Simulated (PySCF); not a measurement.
Electronic structure of Sb²⁺ (antimony, charge +2) at the UHF level

Configuration: [Kr] 4d10 5s2 5p1, 2P determinant. All numbers are calculated (PySCF 2.14, scalar relativity through the core potential, in def2-QZVPPD with the def2 core potential (28 electrons) (8s6p5d4f1g, 88 functions)).

```
Total energy                                                  : -238.374740 hartree
One-electron energy                                           : -404.4346 hartree
Hartree (Coulomb) energy                                      : 184.0093 hartree
Exchange energy                                               : -17.9495 hartree
⟨S²⟩                                                          : 0.7590
⟨L²⟩                                                          : 2.028
Sum of ⟨r⟩                                                    : 23.90 bohr
Sum of ⟨r²⟩                                                   : 36.07 bohr²
Traceless quadrupole moment −½Σ⟨3z² − r²⟩ along its main axis : -2.96 e·bohr²
```

```tsv
shell	electrons	mean orbital energy (eV)	spread (eV)	rms radius, mean of both spins (bohr)
4s α	1	-196.13	0	0.849
4s β	1	-195.96	0	0.849
4p α	3	-143.49	0.105	0.917
4p β	3	-143.32	0.644	0.917
4d α	5	-62.579	0.399	1.10
4d β	5	-62.427	0.710	1.10
5s α	1	-34.068	0	2.27
5s β	1	-31.703	0	2.27
5p α	1	-24.448	0	2.68
```

Energies and moments cover only the electrons outside the core potential.
